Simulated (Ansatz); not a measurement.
## Multireference treatment of FeH₂O (charge +1), sextet

Computed with Ansatz's Gaussian-basis code (development build); NEVPT3, NEVPT4(SD), MRCISD by development code. Basis cc-pVTZ, nonrelativistic, 10 orbitals frozen in the corrections. State-specific CASSCF; RHF is the lowest restricted (open-shell) Hartree–Fock solution met. Letters tell apart solutions met in one space. Solutions may break the symmetry of the shape. The lowest solution met needn't be the lowest there is, nor hold the orbitals that a chemist would pick.

Geometry:

```xyz
4

Fe    0.0000    0.0000   -0.6158
O     0.0000    0.0000    1.4842
H     0.0000    0.7750    2.0692
H     0.0000   -0.7750    2.0692
```

CASSCF less RHF, in eV, and natural occupations:

| CAS | CASSCF | occupations |
| --- | --- | --- |
| (7,11) a | -1.821 | 1.99, 1.00, 1.00, 1.00, 1.00, 1.00, 0.01, 0.00, 0.00, 0.00, 0.00 |
| (7,11) b | -1.401 | 1.99, 1.00, 1.00, 1.00, 1.00, 1.00, 0.01, 0.00, 0.00, 0.00, 0.00 |

(1) What totals less RHF do the corrections give on each solution?

(2) In CAS(7,11), is the solution lowest in CASSCF also lowest after SC-NEVPT2?

(3) How do single-reference totals in the same basis and frozen core stand against SC-NEVPT2 in CAS(7,11) a?

(4) Roughly how much CPU time does a whole run from the default start take (median of such runs, summed over threads; nearly all runs on one pinned thread of a shared server, mostly Xeon at 2.3 to 2.6 GHz, by a development driver)?

## Answers

(1) 

| CAS | SC-NEVPT2 | FIC-NEVPT2 | NEVPT3 | NEVPT4(SD) | MRCISD |
| --- | --- | --- | --- | --- | --- |
| (7,11) a | -10.928 | -10.956 | -11.355 | -11.614 | -10.997 |
| (7,11) b | -10.916 | -10.959 | -11.337 | -11.613 | -10.944 |

(2) Yes: (7,11) a stays lowest, 0.01 eV under the next.

(3) CCSD(T) -0.882 eV. Coupled cluster stands on the determinant that it favours, which can lie over the RHF solution above, and is in doubt where the occupations are far from 0, 1 and 2.

(4) CAS(7,11) a: about 4.1 min. Other jobs ran beside these, and the count of passes differs.
